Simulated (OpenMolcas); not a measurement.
Co2+ with its 6 nearest fluoride ions at 2.128 Å, on the Ca site of CsCaF3 (a = 4.526 Å, distance in the model lattice 2.263 Å). The rest of the host is ab initio model potentials to 7.6 Å, with orthogonalisation functions on the cations behind the ligands, and point charges beyond; the distance is set by hand and nothing relaxes. Ligand basis ANO-RCC-VDZP.
```
Co    0.0000    0.0000    0.0000
F     2.1280    0.0000    0.0000
F     0.0000    2.1280    0.0000
F    -2.1280    0.0000    0.0000
F     0.0000   -2.1280    0.0000
F     0.0000    0.0000    2.1280
F     0.0000    0.0000   -2.1280
```

| Quantity | Value |
| --- | --- |
| Program | OpenMolcas 26.06 |
| Method | SS-CASPT2, IPEA 0.25 Eh, real shift 0.3 Eh (closed shells correlated: 3s 3p and the ligand valence shells) |
| Basis | ANO-RCC-VTZP [6s5p3d2f1g] |
| Scalar Hamiltonian | DKH2, point nucleus |
| Active space | 7 electrons in 5 orbitals (3d) |
| State averaging | 2S+1 = 4 even, 10 roots; 2S+1 = 2 even, 40 roots |
| Spin-orbit coupling | state interaction with AMFI integrals over the reference wave functions |

Task: What is the spin-free ground state (labels of O, the rotations of Oh)?

Result: 4T1, 3-fold in its orbital part, 99 % from free-ion F terms; it has the highest spin that d7 allows.

Task: Where is the first state of the same spin?

Result: 4T2 at 6120 cm-1 above the ground state.

Task: What are the lowest two levels with spin-orbit coupling?

Result: A 2-fold level Γ6 with g = 4.48, 4.48, 4.48, then a 4-fold level Γ8 370 cm-1 above it. Their leading multiplicities are 4 (100 %) and 4 (100 %).

Task: What is χT at 300 K, and how does it compare with the textbook value?

Result: The lowest level has 2S+1 = 4, for which the spin-only value is χT = S(S+1) / 2 = 1.875 cm3 K/mol (g = 2). The computed 3.635 at 300 K differs by +1.760, through orbital momentum, spin-orbit coupling and any other state in reach. With a threefold ground state the orbital momentum is unquenched, so the spin-only value is not expected to hold.

Roots that are degenerate in the reference are averaged as groups; the widest CASPT2 spread within a group is 99 cm-1 (the 2-fold group of multiplicity 2 near 27100 cm-1 above the lowest state of its run). Shifts and gaps below about the spread of the groups concerned are not significant. An orbital triplet at a regular site is open to Jahn-Teller coupling, which can distort the site and quench the lowest spin-orbit gaps and is left out. A single d shell leaves out the double-shell effect, which counts most for late 3d ions, where the CASPT2 field can be off either way by tens of per cent. Ligand-to-metal charge-transfer states are missing. These CASPT2 states fit no ligand-field parameters well, so their order and spin gaps are uncertain. For late 3d ions with one d shell CASPT2 can put B and the spin-flip bands somewhat low as well as high. With one d shell and no ligand orbital active, 10Dq can be off by tens of per cent for divalent 3d ions, low with halides held by bare charges and at times high in hosts. Free-ion shares, where given, are those of the reference states; single-state CASPT2 does not remix them. No measured value stands beside these numbers; the geometry was set by hand and not optimised.
